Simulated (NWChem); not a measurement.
Atomisation of C₂H₆N

```xyz
9

C      1.2436     0.1999    -0.3196
C      0.0597    -0.3890     0.3513
N     -1.1748     0.1950    -0.1374
H      2.2404     0.1016     0.1166
H      1.1461     0.5626    -1.3463
H      0.2016    -0.3305     1.4549
H      0.0211    -1.4792     0.1347
H     -1.2248     1.1769     0.1282
H     -1.9805    -0.2619     0.2835
```
Charge 0, spin multiplicity 2.

Everything below was run with NWChem. The geometry was optimised at UPBE0/def2-SVP, a minimum by its harmonic frequencies. It is one conformer; others weren't searched.

Basis set: def2-TZVP. The atomisation energy is electronic alone: no zero-point, thermal, spin-orbit or counterpoise terms. No value is extrapolated to the basis-set limit. Free atoms are single determinants with multiplicities C 3, N 4, H 2. Correlated methods freeze the same cores in atoms and molecule, 3 orbitals in all.

| method | atomisation energy (kcal/mol) | relative cost |
|---|---|---|
| LDA (SVWN5) | 877.7 | 1 |
| BP86 | 794.8 | under 3 |
| B3LYP | 768.4 | under 3 |
| PBE | 783.7 | under 3 |
| PBE0 | 771.3 | under 3 |
| r2SCAN | 769.2 | 3 |
| HF | 555.8 | 3 |
| TPSS | 774.5 | 3 |
| MP2 | 740.2 | 4 |

The values span 321.9 kcal/mol, from HF (lowest) to LDA (SVWN5) (highest). Costs are rough ratios of processor time within this set of runs, SCF included, with LDA (SVWN5) as 1. Costs are the molecule's.

B3LYP has NWChem's definition, with VWN1-RPA local correlation. The structure started from a generated list of species. The stability of the SCF solutions was not checked. Open-shell Hartree-Fock references start from PBE0 orbitals; any time given for them includes that run.
